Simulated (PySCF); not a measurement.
**Nuclear quadrupole coupling in Si(vinyl)3(NiPr2)**

Si(vinyl)3(NiPr2), C₁₂H₂₃NSi.
Cartesian coordinates in Å at the PBE0-D3(BJ)/def2-SVP level; atoms count from 1:
```
atom  x, y, z in Å
Si1    0.5797    0.7967    0.2974
C2     0.2992    1.1855    2.1131
C3     1.3029    1.4301    2.9643
H4    -0.7239    1.2814    2.4988
H5     2.3507    1.3709    2.6486
H6     1.1260    1.7014    4.0116
C7     2.4136    0.5088    0.0235
C8     3.2422    1.4204   -0.4996
H9     2.8381   -0.4539    0.3421
H10    2.8739    2.3983   -0.8321
H11    4.3166    1.2392   -0.6196
C12    0.0698    2.3155   -0.6902
C13   -0.1331    3.5283   -0.1609
H14   -0.0768    2.2014   -1.7739
H15   -0.0045    3.7115    0.9125
H16   -0.4350    4.3910   -0.7663
N17   -0.2594   -0.6449   -0.2203
C18    0.1998   -1.2786   -1.4557
C19    0.5361   -2.7546   -1.2561
C20   -0.7553   -1.0691   -2.6311
C21   -1.5261   -1.1182    0.3325
C22   -1.3488   -1.7890    1.6932
C23   -2.5998   -0.0325    0.3591
H24    1.1445   -0.7737   -1.7250
H25   -0.3566   -3.3394   -0.9823
H26    0.9471   -3.1948   -2.1780
H27    1.2779   -2.8734   -0.4525
H28   -1.7279   -1.5568   -2.4584
H29   -0.9430    0.0025   -2.7953
H30   -0.3376   -1.4925   -3.5576
H31   -1.8960   -1.8994   -0.3530
H32   -0.9743   -1.0787    2.4451
H33   -0.6195   -2.6088    1.6224
H34   -2.3017   -2.2034    2.0595
H35   -3.5587   -0.4308    0.7258
H36   -2.3173    0.8045    1.0164
H37   -2.7572    0.3816   -0.6473
```

Field gradients from the PBE0/pcSseg-1 density (PySCF, non-relativistic), principal values in atomic units, ordered |Vxx| ≤ |Vyy| ≤ |Vzz|:

```tsv
atom	Vxx	Vyy	Vzz
N17	0.3976	0.7738	-1.1714
```

Question: Find the asymmetry η = (Vxx − Vyy)/Vzz and the couplings χ = eQV/h (234.96 MHz × Q in barn × V in au), with Q(14N) = 0.02044 b.

Answer: 
```tsv
atom	environment	nucleus	η	χzz (MHz)	χxx (MHz)	χyy (MHz)
N17	nitrogen bonded to 2 C and Si	14N	0.32	-5.63	1.91	3.72
```

Question: What is Vzz at N17 in SI units (1 au = 9.71736 × 10²¹ V/m²)?

Answer: -1.1714 au = -11.383 × 10²¹ V/m².

Were the hydrogens deuterons (Q(2H) = 0.00286 b), χzz would run from 180 kHz (H24) to 203 kHz (H4, H11, H16 and H6).

Geometry: PBE0-D3(BJ)/def2-SVP, one conformer, isolated molecule. A larger basis could move these couplings by a tenth or more.
